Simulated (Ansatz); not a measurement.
Species: H3AlO3, SMILES `[OH][Al]([OH])[OH]` (charge 0, multiplicity 1).

Q: Give a relaxed geometry from CAM-B3LYP-D3(BJ)/def2-TZVP in Ansatz (a program for electronic structure).

A: This is not unique; one that fits is the end point of this relaxation, one of several conformers (outside a Z-matrix the atoms follow the SMILES, hydrogens last).
Z-matrix (Å, degrees):
```
Al
O 1 1.6844
H 2 0.9561 1 124.18
O 1 1.6844 2 120.00 3 -179.99
H 4 0.9561 1 124.17 2 0.01
O 1 1.6844 2 120.00 3 0.00
H 6 0.9561 1 124.17 2 -179.99
```
